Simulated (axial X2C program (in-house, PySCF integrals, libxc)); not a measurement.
## SnAu⁺: properties at the nuclei

Calculated with an axial X2C code built on PySCF integrals: two-component X2C with atomic mean-field Coulomb and Gaunt terms, Gaussian nuclei, basis Au dyall-cv3z, Sn dyall-cv3z with contracted cores.

R = 2.490 Å (near the PBE0 minimum at charge 1 of the determinant lowest at the starting distance; the state shown can have its own minimum elsewhere).

Determinant lowest in the PBE0 search, Ω = 0 (closed shell), highest spinor 44% Sn p, 42% Au s, 9% Au d:

```tsv
level	qzz Au (a.u.)	qzz Sn (a.u.)
PBE0	1.62	-9.01
HF	-1.94	-11.07
BHandHLYP	0.62	-9.72
B3LYP	2.09	-8.65
PBE	2.81	-7.94
```

qzz is the electric field gradient, eQq0 = 234.96 MHz × Q/barn × qzz. The operators were transformed with the bare-nucleus X2C matrices; with these basis sets, hyperfine constants and field gradients can be off by tens of per cent, and where levels differ in sign neither size nor sign is settled.

Each state is one determinant with collinear spin. The search compared states at one distance, so a state with another bond length can lie lower. Further determinants of the search, some of them spin-mixed, are not shown. Where a field gradient or hyperfine factor spreads by more than a factor of two over the levels, a constant derived from it is not to be relied on.
